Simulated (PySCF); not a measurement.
Species: C₅H₉FO.
Numbering: `[CH2:1]=[CH:2][CH2:3][O:4][C@@H:5]([CH3:6])[F:7]` (hydrogens: H8, H9 on C1; H10 on C2; H11, H12 on C3; H13 on C5; H14, H15, H16 on C6)

Structure used (PBE0-D3(BJ)/def2-SVP), in Å, numbered top down from 1:
```xyz
16
C5H9FO angstrom
C     -2.6538    1.5954   -0.5597
C     -1.8073    0.9679    0.2553
C     -0.9367   -0.1741   -0.1442
O      0.3900    0.0903    0.2669
C      1.2509   -0.9657    0.1286
C      2.6494   -0.5067    0.4281
F      0.9041   -1.9723    1.0124
H     -3.2977    2.4028   -0.2021
H     -2.7394    1.3225   -1.6167
H     -1.7310    1.2638    1.3081
H     -0.9778   -0.3367   -1.2390
H     -1.2928   -1.1002    0.3443
H      1.1639   -1.4168   -0.8820
H      2.6765   -0.0789    1.4402
H      3.3471   -1.3529    0.3743
H      2.9567    0.2644   -0.2911
```

Computed with core-valence-separated Tamm–Dancoff BHandHLYP/aug-pcX-1 (pcseg-1 on H) in PySCF, non-relativistic, gas phase, PBE0-D3(BJ)/def2-SVP geometry.

Computed oxygen K-edge spectrum, Gaussian lines of 0.4 eV full width, highest printed point 100; it ends one width below the last computed root. BHandHLYP without relativity tends to put these K edges a few eV too low, so spacings mean more than positions.

photon energy (eV), absorption and a bar:
```
    533.2          1 
    533.3          5 #
    533.4         19 #####
    533.5         46 ##############
    533.6         81 ########################
    533.7        100 ##############################
    533.8         87 ##########################
    533.9         54 ################
    534.0         24 #######
    534.1          9 ##
    534.2          7 ##
    534.3         13 ####
    534.4         23 #######
    534.5         30 #########
    534.6         31 #########
    534.7         30 #########
    534.8         32 #########
    534.9         35 ##########
    535.0         36 ###########
    535.1         35 ##########
    535.2         34 ##########
    535.3         34 ##########
    535.4         36 ###########
```

Q: Assign the maxima to core holes.

A: 3 maxima:
- 533.7 eV: O4 (ether oxygen), 533.71 eV, f = 0.018, 100 % of the height at the exact maximum
- 534.6 eV: O4 (ether oxygen), 534.51 eV, f = 0.005, 87 % of the height at the exact maximum
- 535.0 eV: O4 (ether oxygen), 534.88 eV, f = 0.003, 42 % of the height at the exact maximum; O4 (ether oxygen), 534.97 eV, f = 0.002, 34 % of the height at the exact maximum; O4 (ether oxygen), 535.24 eV, f = 0.004, 22 % of the height at the exact maximum

Roots within 0.03 eV on the same or equivalent atoms count as one line; shares under 12 % aren't listed.

Vibrational structure and lifetime widths aren't in the curve. The ionisation threshold wasn't computed; near and above it a finite basis only mimics Rydberg series and continuum.

Hardware: one thread, Arm Neoverse V2, no GPU (shared host). Cost: 28 s of wall time.

One conformer stands for the species.
